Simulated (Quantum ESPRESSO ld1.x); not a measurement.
Problem. The mean radii <r> (bohr) of the occupied orbitals of an atom or ion are listed with their occupations. Calculated with ld1.x of Quantum ESPRESSO 7.5: scalar-relativistic Kohn-Sham, LDA (Slater exchange, Perdew-Zunger correlation), spin-polarised, spherical densities, point nucleus.

orbital  occ.      <r>
1s up       1  0.03921
1s down     1  0.03921
2s up       1   0.1727
2s down     1   0.1727
2p up       3   0.1505
2p down     3   0.1504
3s up       1   0.4887
3s down     1   0.4892
3p up       3   0.4931
3p down     3   0.4938
3d up       5   0.4855
3d down     4   0.4868
4s up       1    1.290
4s down     1    1.292
4p up       3    1.450
4p down     3    1.451
5p up       1    3.824

Name the element and its charge. Open shells, if any, are filled with parallel spins first.

Solution. Z = 38, strontium, charge +2: Sr2+ in [Ar] 3d9 4s2 4p6 5p1. The 1s radius gives Z: for a bare nucleus <r> = (2 gamma + 1)/(2Z) with gamma = sqrt(1 - (Z/c)^2), 0.03844 bohr for Z = 38, and screening makes it slightly larger (0.03921 here). The occupations add up to 36, and the charge is Z minus that.
